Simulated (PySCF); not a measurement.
From one molecule to another.

First species: C₅H₁₀ClFO₂S.
Atom-mapped SMILES: `[CH3:1][CH2:2][C@@H:3]([CH3:4])[C@@H:5]([F:6])[S:7](=[O:8])(=[O:9])[Cl:10]` (hydrogens: H11, H12, H13 on C1; H14, H15 on C2; H16 on C3; H17, H18, H19 on C4; H20 on C5)

Cartesian coordinates in Å at the GFN2-xTB level; atoms count from 1:
```xyz
20
C5H10ClFO2S angstrom
C     -1.7867    1.2177   -0.4733
C     -1.2198   -0.1952   -0.3729
C     -0.2976   -0.4033    0.8320
C      0.1811   -1.8522    0.9198
C      0.8846    0.5456    0.7691
F      1.8475    0.2331    1.6679
S      1.7096    0.4801   -0.8861
O      1.9096   -0.8475   -1.3633
O      1.0871    1.4299   -1.7507
Cl     3.5397    1.2352   -0.4412
H     -1.0277    1.9164   -0.8125
H     -2.5984    1.2370   -1.1955
H     -2.1781    1.5480    0.4869
H     -2.0443   -0.9050   -0.2803
H     -0.6744   -0.4346   -1.2872
H     -0.8530   -0.1624    1.7492
H     -0.6720   -2.5156    1.0357
H      0.8383   -1.9859    1.7757
H      0.7204   -2.1306    0.0195
H      0.6289    1.5999    0.8923
```

Second species: C7H9N.
SMILES: `C=NCC1=CCC=C1`

Levels: PBE0/pcSseg-1 for dipole moment, HOMO energy, LUMO energy and HOMO–LUMO gap; GFN2-xTB for rotational constant A and rotational constant C. Geometries: GFN2-xTB. Each structure is a single optimised conformer of the isolated species, non-relativistic unless stated. Electronic properties by PySCF.

The conformers computed, where there is a choice (atom-mapped SMILES and torsion angles):
- `[CH3:1][CH2:2][C@@H:3]([CH3:4])[C@@H:5]([F:6])[S:7](=[O:8])(=[O:9])[Cl:10]`: C1–C2–C3–C4 177°, C2–C3–C5–F6 -168°, C3–C5–S7–O8 -45°
- `[CH2:1]=[N:2][CH2:3][C:4]1=[CH:5][CH2:6][CH:7]=[CH:8]1`: C1–N2–C3–C4 -118°, N2–C3–C4–C5 121°

Problem. Which of the two has the higher LUMO energy, and by how much?

Solution. The second: -0.51 eV against -1.55 eV, a difference of 1.04 eV.

Problem. Which has the higher rotational constant C?

Solution. The second: 1.139 GHz against 0.678 GHz, a difference of 0.461 GHz.

Problem. Which has the higher dipole moment?

Solution. The first: 3.65 D against 1.51 D, a difference of 2.14 D.

Problem. Which has the higher rotational constant A?

Solution. The second: 5.379 GHz against 1.477 GHz, a difference of 3.902 GHz.

Problem. Which of the two has the higher HOMO–LUMO gap, and by how much?

Solution. The first: 7.53 eV against 5.78 eV, a difference of 1.75 eV.

Problem. Which of the two has the higher HOMO energy, and by how much?

Solution. The second: -6.29 eV against -9.08 eV, a difference of 2.79 eV.

On the first: A dipole of 3.65 D is allowed in C1, and pure rotational transitions are dipole-allowed. In atomic units the dipole is 1.44 e·bohr (1 au = 2.5417 D).

On the second: A dipole of 1.51 D is allowed in C1, and pure rotational transitions are dipole-allowed. In atomic units the dipole is 0.59 e·bohr (1 au = 2.5417 D).
